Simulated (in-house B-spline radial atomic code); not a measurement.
Ga³⁺. Computed with a B-spline radial atomic code. Model: all-electron spherical atom, spin shells full or empty, radial basis limit, no spin-orbit coupling, Breit or QED, empty-state partial waves extrapolated as (l+1/2)^-4, RPA, G0W0 and static COHSEX of the highest shell as one setting changes (uncorrelated shells keep exact exchange).

Empty levels are discrete states of a finite basis, so the steps are uneven.

Given: element Ga; charge 3; filled core Ar; hamiltonian one-electron scalar X2C; mean-field start PBE0; highest l of empty states 9; nuclear rms radius 3.9973 fm; lowest nl shells left uncorrelated 2; highest mean-field shell 3d; box radius 14.14 bohr.

Shell: 3d 5 5 (electrons up and down).

| highest empty level kept (hartree) | RPA correlation energy (hartree) | G0W0 level (eV) | G0W0 minus most complete (meV) | COHSEX level (eV) | linearised minus solved G0W0 (meV) |
| --- | --- | --- | --- | --- | --- |
| 5.33 | -0.41684 | -61.666 | 1860.4 | -62.622 | -24.1 |
| 10.67 | -0.67962 | -62.032 | 1494.1 | -63.721 | -26.9 |
| 18.67 | -0.91096 | -62.416 | 1110.1 | -64.943 | -30.5 |
| 32 | -1.1785 | -62.83 | 696.4 | -66.117 | -34.7 |
| 53.33 | -1.3287 | -63.083 | 443.8 | -66.945 | -37.4 |
| 96 | -1.5098 | -63.349 | 177.7 | -67.806 | -40.4 |
| 160 | -1.6225 | -63.451 | 75.7 | -68.1 | -41.6 |
| 320 | ? | ? | ? | ? | ? |
| 640 | -1.75 | -63.52 | 6.3 | -68.291 | -42.4 |
| 1333.3 | ? | ? | ? | ? | ? |
| 3200 | -1.7762 | -63.526 | 0.1 | -68.307 | -42.5 |
| 10667 | -1.7772 | -63.527 | 0 | -68.307 | -42.5 |

Question: What follows for highest empty level kept = 1333.3?

Answer: RPA correlation energy -1.7698 hartree; G0W0 level -63.526 eV; G0W0 minus most complete 0.8 meV; COHSEX level -68.305 eV; linearised minus solved G0W0 -42.5 meV.

Question: What follows for highest empty level kept = 320?

Answer: RPA correlation energy -1.7051 hartree; G0W0 level -63.501 eV; G0W0 minus most complete 25.3 meV; COHSEX level -68.239 eV; linearised minus solved G0W0 -42.2 meV.
